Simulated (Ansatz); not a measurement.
Two structures of Si2H7OF, closed shell, reached by relaxing down either side of one saddle point (PBE0-D4/def2-TZVP). Energies are electronic, without zero-point energy. Ansatz 0.2.0; basis: def2-TZVPP and def2-QZVPP; cores frozen in the correlated methods. Extrapolation: Hartree–Fock as exp(−7.88 √X), correlation as X^−2.97. First:

```csv
atom,x (Å),y (Å),z (Å)
Si1,-0.0329,-0.8451,-1.0453
F2,0.7015,0.3488,-1.8572
H3,0.4521,-2.1029,-1.6751
H4,-1.4904,-0.7231,-1.3123
Si5,0.4730,-0.7406,1.2419
H6,-0.0107,2.0906,-0.6798
O7,-0.4894,1.9465,0.1422
H8,-0.7217,-0.3601,2.0353
H9,0.9177,-2.0903,1.6948
H10,1.5835,0.2169,1.4742
H11,-1.3826,2.2593,-0.0185
```

Second:

```
11
angstrom
Si -0.8798 -0.5001 -0.5526
F 1.3401 2.2694 0.0781
H -0.7490 -1.4376 -1.7025
H -2.2728 -0.6189 -0.0390
Si 0.7030 -0.9381 1.1135
H 0.6085 1.9377 -0.4142
O -0.6228 1.0678 -1.0893
H 0.5315 -0.0080 2.2564
H 0.4436 -2.3314 1.5723
H 2.0789 -0.8525 0.5658
H -1.1813 1.4118 -1.7885
```

(1) Which bonds change from the first to the second?

(2) Give the saddle point's structure and its height above each. (An estimate is asked for; the value comes from the calculation.)

T1 diagnostic: at most 0.013.

Results:

(1) Si₂H₅F ([F][SiH2][SiH3]) + H₂O → Si₂H₆O ([OH][SiH2][SiH3]) + HF; bonds formed: Si1–O7, F2–H6; bonds broken: Si1–F2, H6–O7.

(2) The calculation gives: 130.4 kJ/mol above the first and 107.2 kJ/mol above the second (CCSD(T) at an estimated basis limit (MP2 extrapolated from triple and quadruple zeta, plus CCSD(T) − MP2 in triple zeta)).
Si1  (-0.360, -0.226, -0.619)
F2  (1.127, 1.081, -0.823)
H3  (0.008, -0.718, -1.968)
H4  (-1.762, -0.769, -0.473)
Si5  (0.742, -0.980, 1.294)
H6  (0.028, 1.772, -0.801)
O7  (-0.997, 1.502, -0.578)
H8  (0.517, 0.018, 2.377)
H9  (0.171, -2.282, 1.737)
H10  (2.202, -1.132, 1.071)
H11  (-1.676, 1.734, -1.218)
(Å)

The step is the kind of ligand exchange by which a precursor binds to a hydroxyl group, or is hydrolysed, in atomic layer deposition of oxides.

Labels in which every atom is bracketed show which atoms are joined, not bond orders.

For scale, one of the runs: CCSD(T)/def2-TZVPP, 244 basis functions, launched by `ansatz run in.yaml --threads 4 --pin off --events-out ev --progress --plain --max-ram 9574MiB`. The run took 96 s on 4 CPU threads of an Arm Neoverse V2 (shared host), with 4.7 GiB of host memory at its peak.
